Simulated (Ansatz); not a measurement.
Input file for Ansatz (a first-principles code): R-CCSD(T)/cc-pVTZ on BBrH2 (SMILES BBr), a point of a bond scan (R = 1.183 Å). The run froze 15 orbitals, filled d shells among them.

Ansatz 0.2 input:
```yaml
crystal:
  periodic: [false, false, false]
  atoms:
    - {symbol: B, position_ang: [-0.84896739, -1.29115255, 0.21121296]}
    - {symbol: H, position_ang: [-0.47171957, -2.07374537, 1.01486037]}
    - {symbol: H, position_ang: [-1.82647135, -1.42145963, -0.44309788]}
    - {symbol: Br, position_ang: [0.18694365, 0.28431336, -0.04650935]}
basis:
  gaussian:
    orbitals: cc-pVTZ
    pivot_positions_ang: [[-0.84896739, -1.29115255, 0.21121296], [-0.47171957, -2.07374537, 1.01486037], [-1.82647135, -1.42145963, -0.44309788], [0.18694365, 0.28431336, -0.04650935]]
magnetization: {spin_polarized: false}
correlation: {method: ccsd_t, electrons: outside_noble_gas}
scf: {lower_state_search: off}
output: {orbitals: {seedname: ./end}}
```

Output:

```
WARN ansatz: RAYON_NUM_THREADS=1 ignored (pool sized by the plan → 1); use --threads N
Functional definition: HF
these checks for a lower state are left out or cut short: stability, starts, cluster_reference, orbital_swaps, neighbouring_geometries, increment
integrals: 0.11 GiB planned
684 factors; integrals over basis functions are off by at most 2.4e-4 eV
mean field: 0.23 GiB planned
mean field evaluation 1: about -70703.6188 eV, gradient 1.1e1 eV
mean field evaluation 2: about -70703.7074 eV, gradient 1.1e1 eV
mean field evaluation 4: about -70704.2879 eV, gradient 1.7e0 eV
mean field evaluation 8: about -70704.2995 eV, gradient 4.7e-4 eV
mean field -70704.29948218 eV, -2598.3350808746 hartree, gradient 1.7e-6 eV, S^2 0.000000; 0 other end points of the search recorded, 0 dependent functions left out
15 core orbitals not correlated
reference -70704.29948218 eV, -2598.3350808746 hartree; 6, 6 occupied and 80, 80 virtual orbitals, 684 factors
second order -7.20960978 eV of doubles, -0.00000000 eV of singles
coupled cluster: 0.22 GiB planned
cycle   1  -7.75724396 eV  change   -5.5e-1 eV  update   6.3e-2
cycle   2  -7.95950765 eV  change   -2.0e-1 eV  update   1.9e-2
cycle   3  -7.99886805 eV  change   -3.9e-2 eV  update   1.1e-2
cycle   4  -7.99408146 eV  change    4.8e-3 eV  update   4.3e-3
cycle   5  -7.99356474 eV  change    5.2e-4 eV  update   1.6e-3
cycle   6  -7.99369060 eV  change   -1.3e-4 eV  update   3.8e-4
cycle   7  -7.99371271 eV  change   -2.2e-5 eV  update   8.5e-5
cycle   8  -7.99373951 eV  change   -2.7e-5 eV  update   2.4e-5
cycle   9  -7.99373383 eV  change    5.7e-6 eV  update   6.6e-6
perturbative correction -0.29871170 eV, -0.0109774525 hartree
Total energy: -70712.59192771 eV, -2598.6398226271 hartree
Checks for a lower state left out: stability, starts, cluster_reference, orbital_swaps, neighbouring_geometries, increment
```

The run converged.

Cost: about 4 core-seconds (a rough figure).
